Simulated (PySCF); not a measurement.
CH2FNO2Si, SMILES N#CO[Si@@H](O)F.

The structure is a stationary point at B3LYP-D3(BJ)/def2-SVP. The structure was generated by enumeration; whether it is a known compound was not checked. Other conformers were not sampled.

Calculation: B3LYP-D3(BJ)/def2-SVP run with PySCF.

Frequencies are harmonic and unscaled.

```json
[
 {"mode": "1", "ν (cm⁻¹)": "36", "IR (km/mol)": "2.1", "Raman (Å⁴/amu)": "1.5", "depolarisation": "0.75", "moving atoms (share of kinetic energy)": "O 47 %, N 29 %, F 17 %"},
 {"mode": "2", "ν (cm⁻¹)": "98", "IR (km/mol)": "2.4", "Raman (Å⁴/amu)": "1.9", "depolarisation": "0.68", "moving atoms (share of kinetic energy)": "N 37 %, O 34 %, F 15 %"},
 {"mode": "3", "ν (cm⁻¹)": "204", "IR (km/mol)": "57.9", "Raman (Å⁴/amu)": "2.5", "depolarisation": "0.73", "moving atoms (share of kinetic energy)": "H 66 %, O 13 %, F 9 %"},
 {"mode": "4", "ν (cm⁻¹)": "293", "IR (km/mol)": "16.2", "Raman (Å⁴/amu)": "1.1", "depolarisation": "0.64", "moving atoms (share of kinetic energy)": "O 37 %, F 28 %, Si 13 %, C 11 %"},
 {"mode": "5", "ν (cm⁻¹)": "318", "IR (km/mol)": "109.2", "Raman (Å⁴/amu)": "0.5", "depolarisation": "0.67", "moving atoms (share of kinetic energy)": "O 50 %, H 27 %, F 10 %"},
 {"mode": "6", "ν (cm⁻¹)": "365", "IR (km/mol)": "57.7", "Raman (Å⁴/amu)": "2.2", "depolarisation": "0.63", "moving atoms (share of kinetic energy)": "Si 35 %, F 24 %, O 23 %, H 13 %"},
 {"mode": "7", "ν (cm⁻¹)": "503", "IR (km/mol)": "8.0", "Raman (Å⁴/amu)": "2.9", "depolarisation": "0.64", "moving atoms (share of kinetic energy)": "C 71 %, N 16 %, O 10 %"},
 {"mode": "8", "ν (cm⁻¹)": "517", "IR (km/mol)": "9.0", "Raman (Å⁴/amu)": "3.2", "depolarisation": "0.65", "moving atoms (share of kinetic energy)": "C 66 %, N 14 %, O 11 %"},
 {"mode": "9", "ν (cm⁻¹)": "687", "IR (km/mol)": "59.1", "Raman (Å⁴/amu)": "8.2", "depolarisation": "0.11", "moving atoms (share of kinetic energy)": "O 48 %, Si 19 %, H 15 %"},
 {"mode": "10", "ν (cm⁻¹)": "751", "IR (km/mol)": "139.3", "Raman (Å⁴/amu)": "1.9", "depolarisation": "0.63", "moving atoms (share of kinetic energy)": "H 63 %, O 26 %, Si 8 %"},
 {"mode": "11", "ν (cm⁻¹)": "831", "IR (km/mol)": "130.3", "Raman (Å⁴/amu)": "8.2", "depolarisation": "0.74", "moving atoms (share of kinetic energy)": "H 81 %, F 10 %"},
 {"mode": "12", "ν (cm⁻¹)": "854", "IR (km/mol)": "165.1", "Raman (Å⁴/amu)": "8.3", "depolarisation": "0.62", "moving atoms (share of kinetic energy)": "H 80 %, F 10 %"},
 {"mode": "13", "ν (cm⁻¹)": "912", "IR (km/mol)": "165.0", "Raman (Å⁴/amu)": "3.0", "depolarisation": "0.24", "moving atoms (share of kinetic energy)": "Si 34 %, F 27 %, H 22 %, O 17 %"},
 {"mode": "14", "ν (cm⁻¹)": "1018", "IR (km/mol)": "196.6", "Raman (Å⁴/amu)": "1.5", "depolarisation": "0.28", "moving atoms (share of kinetic energy)": "Si 49 %, O 32 %, F 12 %"},
 {"mode": "15", "ν (cm⁻¹)": "1219", "IR (km/mol)": "263.7", "Raman (Å⁴/amu)": "2.8", "depolarisation": "0.14", "moving atoms (share of kinetic energy)": "O 66 %, N 28 %"},
 {"mode": "16", "ν (cm⁻¹)": "2383", "IR (km/mol)": "69.9", "Raman (Å⁴/amu)": "84.0", "depolarisation": "0.21", "moving atoms (share of kinetic energy)": "H 94 %"},
 {"mode": "17", "ν (cm⁻¹)": "2411", "IR (km/mol)": "247.8", "Raman (Å⁴/amu)": "55.2", "depolarisation": "0.15", "moving atoms (share of kinetic energy)": "C 64 %, N 31 %"},
 {"mode": "18", "ν (cm⁻¹)": "3875", "IR (km/mol)": "158.0", "Raman (Å⁴/amu)": "91.3", "depolarisation": "0.29", "moving atoms (share of kinetic energy)": "H 94 %"}
]
```
